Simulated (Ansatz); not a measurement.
A run for Ansatz (a program for electronic structure): R-BLYP/def2-TZVPPD on CH3I (SMILES CI). Elements past Kr take the def2 small-core potentials; no spin–orbit coupling. Files ending in .json are basis or fitting sets from the Basis Set Exchange.

Ansatz 0.2 input:
```yaml
crystal:
  periodic: [false, false, false]
  atoms:
    - {symbol: C, position_ang: [1.57313081, -0.84335101, 3.77882438]}
    - {symbol: I, position_ang: [0.86105970, 1.12350394, 4.30884203]}
    - {symbol: H, position_ang: [1.21202640, -1.52884790, 4.53659620]}
    - {symbol: H, position_ang: [1.16847929, -1.07623622, 2.80040813]}
    - {symbol: H, position_ang: [2.65586688, -0.79832241, 3.76548303]}
basis:
  gaussian:
    orbitals: def2-TZVPPD.json
hamiltonian:
  xc: {name: BLYP}
scf: {lower_state_search: off}
```

It printed:

```
WARN ansatz: RAYON_NUM_THREADS=1 ignored (pool sized by the plan → 1); use --threads N
Functional definition: BLYP
these checks for a lower state are left out or cut short: stability, starts, cluster_reference, orbital_swaps, neighbouring_geometries, increment
integrals: 0.04 GiB planned
765 factors; their error is unknown
mean field: 0.43 GiB planned
mean field evaluation 1: about -9175.9248 eV, gradient 6.3e1 eV
mean field evaluation 2: about -9153.9703 eV, gradient 1.0e2 eV
mean field evaluation 4: about -9185.2669 eV, gradient 8.5e0 eV
mean field evaluation 8: about -9185.3434 eV, gradient 4.9e-1 eV
mean field evaluation 16: about -9185.3437 eV, gradient 1.1e-5 eV
mean field -9185.34367855 eV, -337.5551541371 hartree, gradient 3.1e-6 eV, S^2 0.000000; 0 other end points of the search recorded, 0 dependent functions left out
reference -9185.34398078 eV, -337.5551652439 hartree; 17, 17 occupied and 130, 130 virtual orbitals, 765 factors
Total energy: -9185.34398078 eV, -337.5551652439 hartree
Checks for a lower state left out: stability, starts, cluster_reference, orbital_swaps, neighbouring_geometries, increment
```

Self-consistency was reached.

Cost: around 1.8 core-seconds (rough).
